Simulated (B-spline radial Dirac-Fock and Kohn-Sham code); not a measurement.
## Atomic SCF run for Ba

ΔSCF core binding energies without Breit or QED terms, calculated with an atomic code on a B-spline grid. Keys: rel is the Hamiltonian (dirac, or spin-free x2c and nr, where L3 and M5 stand for the whole 2p and 3d shells), method is hf or an exchange,correlation pair (spin-unpolarised, also for the hole states), nuc the nuclear model, radius_factor scales its radius, rmax is the box in bohr, h the logarithmic mesh step, order the B-spline order, points the quadrature points per cell, c_factor scales the speed of light, and damp, ndamp, maxit and tol steer the iteration. The run stops when the commutator error falls below 10·tol·max(1, Z/10), or the numerical noise floor, and the energy has settled to about 1e-8 Ha; the virial ratio is −V/T.

Input (task.json):

```json
{"items": [{"Z": 56, "q": 0, "cfg": [[1, 0, 2], [2, 0, 2], [2, 1, 6], [3, 0, 2], [3, 1, 6], [3, 2, 10], [4, 0, 2], [4, 1, 6], [4, 2, 10], [5, 0, 2], [5, 1, 6], [6, 0, 2]], "A": 138, "rrms": 4.8378, "do": "settings", "holes": ["K", "L3", "M5"],
  "settings": [{"rel": "dirac", "method": "lda,vwn", "nuc": "fermi", "radius_factor": 1.0, "rmax": 45.0, "h": 0.3, "order": 8, "points": 10, "c_factor": 1.0, "maxit": 68, "damp": 0.5, "ndamp": 3, "tol": 1e-08, "cfg": "1s2 2s2 2p6 3s2 3p6 3d10 4s2 4p6 4d10 5s2 5p6 6s2 6p2"}]}]}
```

Command: `python xray2_run.py task.json out`

Ground-state iterations:

```
iter   energy (Ha)        error
   1    -8127.93553445  1.74e+00
   2    -8128.56351597  4.48e-01
   3    -8132.26263839  2.65e-02
   4    -8132.51216945  3.85e-02
   5    -8132.23202592  3.22e-02
   6    -8132.72896198  3.10e-03
   7    -8132.58442205  2.27e-02
   8    -8132.61559777  1.66e-02
   9    -8132.72708695  5.89e-03
  10    -8132.67247512  1.14e-02
  11    -8132.65552456  1.28e-02
  12    -8132.65526583  1.28e-02
  13    -8132.73329281  1.56e-03
  14    -8132.73311252  9.85e-04
  15    -8132.73116986  2.26e-03
  23    -8132.73352738  9.78e-05
  27    -8132.73353182  5.68e-08
```

The ground state converged in 27 iterations, with total energy -8132.73353 Ha, virial ratio 1.93707 and highest orbital energy 1.01 eV. Holes are computed only in closed shells, and unreliable hole states are left out.

Problem. One setting is unsound. Which, and why?

Solution. cfg describes an anion whose outer electrons are not bound. With the default settings (Dirac Hartree-Fock): The ground state converged in 12 iterations, with total energy -8135.65010 Ha, virial ratio 1.93681 and highest orbital energy -4.44 eV. ΔSCF binding energies: K (1s) 37586.0 eV, L3 (2p3/2) 5266.4 eV, M5 (3d5/2) 789.9 eV.
